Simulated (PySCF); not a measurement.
**How methods differ on the excitation energy of Fe**

Fe [Ar] 3d6 4s2 (5D) → Fe [Ar] 3d8 (3F), as a difference of total energies. Computed with PySCF 2.14 in dyall-av2z, with no relativity, point nucleus. Correlated levels: valence: [Ar] frozen; virtual orbitals above 40 to 60 times the deepest correlated orbital energy dropped. The calculations carry no spin-orbit coupling.

Question: Order these methods by the excitation energy they give, lowest first.
A. r2SCAN0
B. UHF
C. LDA
D. MP2 (valence)

Answer: C (2.499 eV), D (3.206 eV), A (4.156 eV), B (7.445 eV).

These non-relativistic numbers lack the scalar-relativistic shift.

Errors of the correlated levels include the incompleteness of this basis and the frozen core.

For comparison: 4.074 eV (measured; NIST levels, between the centres of gravity of the two terms).
